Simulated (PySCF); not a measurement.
Two species compared at the same levels of theory.

First species: C4H7F3O.
InChI=1S/C4H7F3O/c1-2-3(8)4(5,6)7/h3,8H,2H2,1H3/t3-/m0/s1

Second species: 2-fluoropyrimidine, C4H3FN2.
Structure used (GFN2-xTB), in Å, numbered top down from 1:
```
atom  x, y, z in Å
F1     2.7915   -0.0423   -0.1655
C2     1.4689   -0.0221   -0.0886
N3     0.8739   -1.1944   -0.0883
C4    -0.4472   -1.1715   -0.0107
C5    -1.1585    0.0182    0.0654
C6    -0.4072    1.1855    0.0560
N7     0.9138    1.1679   -0.0224
H8    -0.9331   -2.1379   -0.0099
H9    -2.2333    0.0348    0.1293
H10   -0.8599    2.1664    0.1122
```

Levels: PBE0/pcSseg-1 for dipole moment, HOMO energy, LUMO energy and HOMO–LUMO gap; GFN2-xTB for rotational constant A and rotational constant C. Geometries: GFN2-xTB. Each structure is a single optimised conformer of the isolated species, non-relativistic unless stated. Electronic properties by PySCF.

Dipoles, sizes and rotational constants follow the conformer. The torsions of the flexible species, by atom-mapped SMILES:
- `[CH3:1][CH2:2][C@H:3]([OH:4])[C:5]([F:6])([F:7])[F:8]`: C1–C2–C3–O4 -171°, C2–C3–C5–F6 166°, H–O4–C3–C2 -176°

Values for the first species:

```
Dipole moment         : 1.53 D
HOMO energy           : -8.61 eV
LUMO energy           : 1.38 eV
HOMO–LUMO gap         : 9.99 eV
Rotational constant A : 2.611 GHz
Rotational constant C : 1.365 GHz
```

Task: Estimate the same properties for the second species, and the change in each.

Result: 
| property | first | second | second less first |
| --- | --- | --- | --- |
| dipole moment | 1.53 D | 3.93 D | +2.40 D |
| HOMO energy | -8.61 eV | -7.90 eV | +0.71 eV |
| LUMO energy | 1.38 eV | -1.66 eV | -3.04 eV |
| HOMO–LUMO gap | 9.99 eV | 6.24 eV | -3.75 eV |
| rotational constant A | 2.611 GHz | 6.176 GHz | +3.565 GHz |
| rotational constant C | 1.365 GHz | 1.948 GHz | +0.583 GHz |

On the first: A dipole of 1.53 D is allowed in C1, and pure rotational transitions are dipole-allowed. The dipole matches unit charges of opposite sign 0.32 Å apart (1 e·Å = 4.8032 D).

On the second: The dipole equals about 13.1 × 10⁻³⁰ C·m (1 D = 3.33564 × 10⁻³⁰ C·m). A dipole of 3.93 D is allowed in C2v, and pure rotational transitions are dipole-allowed.
